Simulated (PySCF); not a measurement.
## ClF₃ to ClF₇: adding ligands

Level: PBE0 in the def2-SVP basis family, all electrons, no relativity, computed in PySCF with density fitting; open shells unrestricted.

Each entry is the lowest minimum that a search over a few typed start shapes (and spin states, where more than one is plausible) found, or that minimum re-optimised at the stated level; isomers with ligand–ligand bonds, or fragments after loss of a ligand pair, can lie lower.

```tsv
molecule	2S+1	point group	mean bond to Cl (Å)	distinct angles (°)	lowest ω (cm⁻¹)	polar-tensor charge of Cl	highest ω (cm⁻¹)
ClF₃	1	C2v	1.688	87/174	319	1.57	750
ClF₅	1	C4v	1.674	85/90/171	274	2.75	785
ClF₇	?	?	?	?	?	?	?
```

(1) Fill in the row of ClF₇.

## Answers

(1) 2S+1: 1; point group: D5h; mean bond to Cl (Å): 1.718; distinct angles (°): 72/90/144/180; lowest ω (cm⁻¹): 126; polar-tensor charge of Cl: 3.06; highest ω (cm⁻¹): 927.

Left out of the table are members whose search was unfinished or whose lowest solution was spin-contaminated, unstable, very soft or bonded differently.
